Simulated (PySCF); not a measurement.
Structure with atom numbers: `[BH3-:1][N+:2]#[C:3][CH2:4][B:5]([O:6][CH3:7])[O:8][CH3:9]`; H(Xn) means a hydrogen on atom n.

- geometry from PBE0-D3(BJ)/def2-SVP
- shielding tensors at PBE0/pcSseg-1 (GIAO)
- code: PySCF 2.14
- single conformer, gas phase, averaged over atoms made equivalent by symmetry, fast rotation or ring inversion, non-relativistic

Chemical shifts δ = σref − σ; TMS for ¹³C (σ = 184.41 ppm), ¹H (σ = 31.27 ppm); ¹¹B (σ = 100.73 ppm) against BF3·OEt2; NH3 for ¹⁵N (σ = 265.67 ppm); ¹⁷O (σ = 334.56 ppm) against H2O, all at this level.

| atoms | nucleus | count | Hirshfeld charge | δ (ppm) |
| --- | --- | --- | --- | --- |
| B1 | ¹¹B | 1 | -0.10 | ? |
| N2 | ¹⁵N | 1 | -0.01 | 234.8 |
| O6/O8 | ¹⁷O | 2 | -0.17 | 115.0 |
| C7/C9 | ¹³C | 2 | -0.03 | 53.8 |
| H(C7)/H(C9) | ¹H | 6 | 0.05 | 3.79 |
| C3 | ¹³C | 1 | 0.16 | ? |
| B5 | ¹¹B | 1 | 0.26 | 24.6 |
| H(B1) | ¹H | 3 | -0.09 | 2.10 |
| C4 | ¹³C | 1 | -0.11 | 2.8 |
| H(C4) | ¹H | 2 | 0.08 | ? |

Fill in the missing shifts.

## Answers


- C3: 115.9 ppm, nitrilium-type carbon
- H(C4): 1.95 ppm, hydrogen on an sp3 CH2 bonded to B, α to a nitrile
- B1: -36.3 ppm, boron bonded to N, 3 H

Hydrogens on boron are broadened and split by ¹¹B (spin 3/2, 80 %) and 10B (spin 3). A carbon bonded to boron is broadened by the quadrupolar boron nucleus and is often missing from a measured spectrum. Shifts are as computed. Against solution values, carbons near 30 ppm lie about +2 ppm off and those near 130 ppm about +5 ppm. Of 1211 compounds with measured shifts, 218 miss one by over three times the rms of a fit or turn the order of signals round; such compounds aren't used in these exercises. Experimental scales use liquid or dissolved standards, which lie at an offset from isolated NH3 (liquid NH3: subtract about 20 ppm) and H2O (liquid H2O: subtract about 36 ppm). Unscaled 15N shifts of sp2 nitrogen come out 20 to 40 ppm too high even then.
